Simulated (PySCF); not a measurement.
C2H5FO2Si, SMILES F[Si@H](OC=O)C.

Coordinates come from a B3LYP-D3(BJ)/def2-SVP optimisation. The structure was generated by enumeration; whether it is a known compound was not checked. Other conformers were not sampled.

Method: TDDFT-PBE/def2-SVPD in PySCF.

Vertical excitations. Isolated molecule, no solvent.

| state | energy (eV) | λ (nm) | f | main pairs |
|---|---|---|---|---|
| S1 | 5.51 | 225 | 0.001 | HOMO→LUMO 100 % |
| S2 | 6.47 | 192 | 0.023 | HOMO−1→LUMO 81 %, HOMO−2→LUMO 16 % |
| S3 | 6.80 | 182 | 0.004 | HOMO→LUMO+1 98 % |
| S4 | 7.09 | 175 | 0.001 | HOMO→LUMO+2 100 % |
| S5 | 7.18 | 173 | 0.000 | HOMO−3→LUMO 98 % |
| S6 | 7.27 | 171 | 0.013 | HOMO→LUMO+3 87 % |
| S7 | 7.69 | 161 | 0.040 | HOMO→LUMO+4 89 % |
| S8 | 7.73 | 160 | 0.031 | HOMO−1→LUMO+1 84 % |
| S9 | 7.93 | 156 | 0.043 | HOMO→LUMO+5 81 % |
| S10 | 8.01 | 155 | 0.058 | HOMO−1→LUMO+2 48 %, HOMO→LUMO+5 17 %, HOMO−2→LUMO 15 % |
| T1 | 4.96 | 250 | 0 | HOMO→LUMO 100 % |
| T2 | 5.79 | 214 | 0 | HOMO−1→LUMO 82 %, HOMO−2→LUMO 17 % |
| T3 | 6.58 | 188 | 0 | HOMO−2→LUMO 79 %, HOMO−1→LUMO 18 % |
| T4 | 6.74 | 184 | 0 | HOMO→LUMO+1 99 % |
Triplets are in the Tamm–Dancoff approximation, which puts them higher than full response would, so one can lie above its singlet here.
